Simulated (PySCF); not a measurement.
Species: `CN(C)[SiH](N(C)C)N(C)C`. The columns A, B, C and D hold Mulliken, IAO, Hirshfeld and ESP-fitted charges (e) of one PBE0/pcSseg-1 density (PySCF), in a shuffled order. Coordinates in Å (PBE0-D3(BJ)/def2-SVP); the density's dipole moment is (-0.02, -0.15, -0.70) D.

```tsv
atom	x	y	z	A	B	C	D
C1	2.660	0.769	0.410	-0.392	-0.074	-0.067	-0.287
N2	1.608	-0.159	0.095	+0.139	-0.816	-0.173	-0.515
C3	2.004	-1.274	-0.719	-0.310	-0.080	-0.071	-0.283
Si4	0.005	0.088	0.706	-0.092	+1.134	+0.418	+1.176
N5	-0.988	-1.301	0.404	+0.057	-0.814	-0.173	-0.512
C6	-1.815	-1.432	-0.764	-0.306	-0.085	-0.070	-0.285
C7	-0.908	-2.474	1.230	-0.375	-0.071	-0.067	-0.286
N8	-0.660	1.516	-0.014	+0.095	-0.815	-0.172	-0.511
C9	-0.235	2.052	-1.279	-0.341	-0.084	-0.071	-0.285
C10	-1.788	2.181	0.578	-0.402	-0.071	-0.068	-0.286
H11	3.506	0.276	0.929	+0.108	+0.105	+0.032	+0.121
H12	2.286	1.567	1.071	+0.139	+0.121	+0.044	+0.141
H13	3.073	1.261	-0.493	+0.105	+0.097	+0.030	+0.116
H14	2.810	-1.870	-0.244	+0.082	+0.099	+0.030	+0.117
H15	2.382	-0.955	-1.712	+0.086	+0.094	+0.028	+0.115
H16	1.148	-1.943	-0.886	+0.114	+0.126	+0.038	+0.141
H17	0.036	0.295	2.190	-0.047	-0.140	-0.100	-0.182
H18	-1.880	-0.469	-1.291	+0.111	+0.125	+0.040	+0.142
H19	-1.432	-2.186	-1.483	+0.092	+0.092	+0.027	+0.110
H20	-2.846	-1.737	-0.497	+0.094	+0.103	+0.033	+0.122
H21	-0.417	-3.329	0.721	+0.106	+0.094	+0.029	+0.112
H22	-1.912	-2.817	1.546	+0.111	+0.103	+0.034	+0.123
H23	-0.330	-2.263	2.144	+0.141	+0.118	+0.044	+0.141
H24	-1.029	1.995	-2.051	+0.105	+0.095	+0.028	+0.112
H25	0.058	3.117	-1.195	+0.094	+0.102	+0.031	+0.119
H26	0.636	1.492	-1.650	+0.112	+0.124	+0.039	+0.143
H27	-2.707	2.090	-0.036	+0.112	+0.097	+0.030	+0.116
H28	-1.597	3.263	0.720	+0.116	+0.102	+0.033	+0.122
H29	-2.013	1.754	1.568	+0.147	+0.119	+0.044	+0.141
```

Task: Which column most likely holds the ESP-fitted charges?

Result: A. Σ q r misses the density's dipole by 0.01 D (A), 0.35 D (B), 0.74 D (C), 0.98 D (D). Charges fitted to the outside potential are the only set here that is tied to the molecule's multipoles.

Task: And the Hirshfeld charges?

Result: C. The mean sizes are 0.071 e (C), 0.156 e (A), 0.210 e (B), 0.237 e (D), and Hirshfeld charges are commonly the smallest of these schemes.

As computed, A = ESP-fitted, B = Mulliken, C = Hirshfeld, D = IAO. Hydrogens on carbon: ESP-fitted +0.08 to +0.15, Mulliken +0.09 to +0.13, Hirshfeld +0.03 to +0.04, IAO +0.11 to +0.14 e.

The Mulliken scheme counts on each atom the diagonal of the density matrix times the overlap matrix over that atom's basis functions. The Hirshfeld scheme divides the density at each point in proportion to the densities of the neutral, spherically averaged free atoms.

Geometry: PBE0-D3(BJ)/def2-SVP, one conformer, isolated molecule.

The run behind these numbers computed NMR shieldings as well. On an Arm Neoverse N1 with one thread, no GPU, shared host, this took 2.0 min of wall time.

The values belong to the conformer `[CH3:1][N:2]([CH3:3])[SiH:4]([N:5]([CH3:6])[CH3:7])[N:8]([CH3:9])[CH3:10]`: C1–N2–Si4–N5 -170°, N2–Si4–N5–C6 -93°, N2–Si4–N8–C9 25°.
